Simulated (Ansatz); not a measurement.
Compare A (`N#C[SiH2]CF`) with its isomer B (`FC1=N[SiH2]C1`).

Program: Ansatz. Geometries: PBE0-D4/def2-TZVP. ΔE: electronic, gas phase. CCSD(T)/CBS is the MP2 limit (def2-TZVPP, def2-QZVPP) plus CCSD(T) − MP2 in def2-TZVPP, frozen cores. DFT in def2-TZVPP. B3LYP here is the variant with VWN-RPA as its local correlation; programs differ in this. Each species was taken in one conformer, which may not be the lowest.

Question: Which isomer does CCSD(T)/CBS put lower? Give the gap. (An estimate is asked.)

Answer: Computed: B, by 1.3 kcal/mol.

Question: Give E(B) − E(A) in kcal/mol with ωB97M-V, B3LYP-D4, CCSD/def2-TZVPP, MP2/def2-TZVPP, BLYP-D4, B2PLYP, CCSD(T)/def2-SVP. (Estimate.)

Answer: The calculation gave: ωB97M-V -4.3, B3LYP-D4 -0.9, CCSD/def2-TZVPP 0.5, MP2/def2-TZVPP -1.1, BLYP-D4 1.2, B2PLYP 0.4, CCSD(T)/def2-SVP 1.4. The order is the other way round with CCSD/def2-TZVPP, BLYP-D4, B2PLYP, CCSD(T)/def2-SVP.

Question: Does the order hold for the free energy at 298.15 K (harmonic terms from PBE0-D4)? (An estimate is asked.)

Answer: The calculation gave: No: G(B) − G(A) = +1.5 kcal/mol, for one conformer each.

Largest T1 diagnostic: 0.013.

From BLYP to BHLYP (50 % exact exchange), in def2-TZVPP and without D4, E(B) − E(A) moves by −3.9 kcal/mol. The D4 term adds −0.8 kcal/mol with B3LYP and −0.4 kcal/mol with PBE0; it sums over pairs of atoms, weighted by their polarisabilities, and B3LYP, whose exchange is more repulsive, gets the larger term.
